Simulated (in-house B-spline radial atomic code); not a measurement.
Settings and results of a run for Br IV (Br3+). Method: Dirac-Kohn-Sham LDA VWN5, spherical fractional occupations, Fermi nucleus of rms radius 4.1629 fm, inside a hard spherical wall at 3.3 bohr. Calculated with an all-electron radial atomic-structure program (B-spline basis).

Command:
```bash
python run_scf.py task.json out
```
Settings (nuclear radius in fm, mass in u):
```
Z                35
configuration    [Ne] 3s2 3p5 3d10 4s2 4p2 4f1
hamiltonian      dirac
method           lda,vwn
spin_polarised   False
nucleus          fermi
rms_radius       4.1629
atomic_mass      78.91834
speed_of_light   137.035999084
wall_radius      3.3
```

Output (hartree, bohr):
```
 radial grid: 61 intervals, B-splines of order 8, outer radius 3.3 bohr

 iter        energy (Eh)    residual
    1       -2590.090917    3.50e-01
    2       -2590.927051    2.85e-01
    3       -2592.291932    1.84e-02
    4       -2592.300977    5.12e-03
    5       -2592.301378    8.07e-04
    6       -2592.301393    4.44e-04
    7       -2592.301396    2.53e-05
    8       -2592.301396    4.37e-07
    9       -2592.301396    3.80e-08

 total energy                     -2592.30140
 kinetic                            2660.2272
 electron-nucleus                  -6209.6274
 Hartree                            1043.8923
 exchange-correlation                -86.7935

 first-order corrections (not in the total)
   Gaunt                             1.4192
   retardation                      -0.1351
   frequency dependence             -0.0060
   self-energy                       0.9564
   Uehling                          -0.0968
   Wichmann-Kroll                    0.0010

 orbital      occ     eigenvalue          <r>       <r^2>       <1/r>       <r^4>       r_max    small
 1s1/2      2.000      -490.7550    0.0427971  0.00246626     35.6149 1.56676e-05     0.02795  1.61e-02
 2s1/2      2.000       -65.7047     0.189461   0.0423827     7.94737  0.00310929      0.1595  3.18e-03
 2p1/2      2.000       -59.4617     0.162744   0.0325162     7.92339  0.00213277      0.1251  3.18e-03
 2p3/2      4.000       -57.7158     0.166637   0.0339604     7.66335  0.00230633      0.1284  3.10e-03
 3s1/2      2.000       -10.6711      0.54736    0.344426     2.62772    0.187315      0.4827  7.80e-04
 3p1/2      1.667        -8.4878     0.550409    0.354488     2.51837    0.210815      0.4728  7.33e-04
 3p3/2      3.333        -8.2294     0.560513    0.367412     2.45623    0.226242      0.4813  7.13e-04
 3d3/2      4.000        -4.4170     0.567562    0.395202     2.21793    0.324701      0.4226  6.00e-04
 3d5/2      6.000        -4.3747     0.571182    0.400126     2.20208     0.33259      0.4252  5.95e-04
 4s1/2      2.000        -2.1134      1.44911     2.34645    0.921377     7.73473        1.32  1.58e-04
 4p1/2      0.667        -1.5528      1.56036     2.71182    0.840843     10.1327       1.438  1.38e-04
 4p3/2      1.333        -1.5180      1.57686     2.76626    0.829434     10.4901       1.459  1.36e-04
 4f5/2      0.429         0.2064        1.946     4.04591    0.560221     20.2531       1.991  7.17e-05
 4f7/2      0.571         0.2066      1.94624     4.04675    0.560111     20.2595       1.991  7.17e-05
```

Time taken, with all properties: 0.59 s on 1 thread of Arm Neoverse V1 (shared host).

For the Dirac Hamiltonian the kinetic term is c α·p + (β - 1)c².
